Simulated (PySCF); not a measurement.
# Working out the excitation energy of C

C [He] 2s2 2p2 (3P) → C [He] 2s2 2p1 3s1 (3P). Computed with PySCF 2.14 in aug-cc-pVDZ-DK (4s3p2d, 23 functions), with the spin-free X2C one-electron Hamiltonian (Gaussian nucleus). Frozen: 1s2. Energies in hartree (1 hartree = 27.21139 eV):

| part | C (lower) | C (upper) |
| --- | --- | --- |
| UHF | -37.702689 | -37.419696 |
| MP2 opposite-spin | -0.043904 | -0.043350 |
| MP2 same-spin | -0.009808 | -0.005214 |

What does Hartree-Fock give?

(-37.419696) − (-37.702689) = 0.282993 hartree = 7.701 eV.

What do MP2 and SCS-MP2 (6/5 opposite-spin, 1/3 same-spin) give?

The opposite-spin parts differ by 0.015 eV and the same-spin parts by 0.125 eV. MP2: 7.701 + (0.015) + (0.125) = 7.841 eV. SCS-MP2: 7.701 + 1.2 × (0.015) + (0.125)/3 = 7.761 eV.

Measured between the centres of the two terms (NIST): 7.482 eV, so MP2 (valence) is off by 0.359 eV.

A double-zeta basis recovers only part of the correlation energy.

What remains against the reference includes basis incompleteness, the frozen core and correlation beyond second order.
